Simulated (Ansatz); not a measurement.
# Which isomer of BCl2FH2Si gives these data?

These gas-phase data were calculated for one isomer of BCl2FH2Si at B3LYP-D3(BJ)/def2-SVP (harmonic, unscaled wavenumbers; equilibrium rotational constants with average atomic masses):

```
rotational constants            : 2.846, 1.561, 1.02 GHz
all wavenumbers above 1500 cm⁻¹ : 2232, 2229
```

Candidates:

(1) `F[SiH2]B(Cl)Cl`, a singlet
(2) `FB[SiH](Cl)Cl`, a singlet

Problem. Which candidate do the data belong to?

Solution. Candidate (1). No mode falls between 2350 and 2900 cm⁻¹, where the B–H stretch of (2) would stand.

The same quantities for all candidates:

|  | rotational constants (GHz) | wavenumbers above 1500 cm⁻¹ | E above the lowest, B3LYP-D3(BJ)/def2-SVP (kcal/mol) |
| --- | --- | --- | --- |
| (1) | 2.846, 1.561, 1.02 | 2232, 2229 | 3.1 |
| (2) | 2.324, 1.849, 1.155 | 2600, 2247 | 0.0 |

Harmonic stretches to hydrogen usually lie a few per cent above observed fundamentals. Each candidate is one conformer. Programs: Ansatz 0.2.0.
